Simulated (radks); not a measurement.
Removal energies from the tantalum ion Ta3+, [Xe] 4f14 5d2, by Delta-SCF beside the eigenvalue of the level emptied. Calculated with a radial shooting solver on a logarithmic mesh with Libxc functionals: scalar-relativistic Kohn-Sham, r2SCAN, spin-polarised, spherical densities, finite nucleus; meta-GGA in the generalised Kohn-Sham scheme; Fermi nuclear charge, rms radius of each element as measured or else 0.836 A^(1/3) + 0.57 fm. Open shells are filled with parallel spins first.

removed from         final configuration  Delta-SCF (eV)  -eigenvalue (eV)
5d                         [Xe] 4f14 5d1          35.495            29.793
4f                         [Xe] 4f13 5d2          64.199            52.913
5p            [Kr] 4d10 4f14 5s2 5p5 5d2          74.561            67.424
5s            [Kr] 4d10 4f14 5s1 5p6 5d2          109.94            102.20
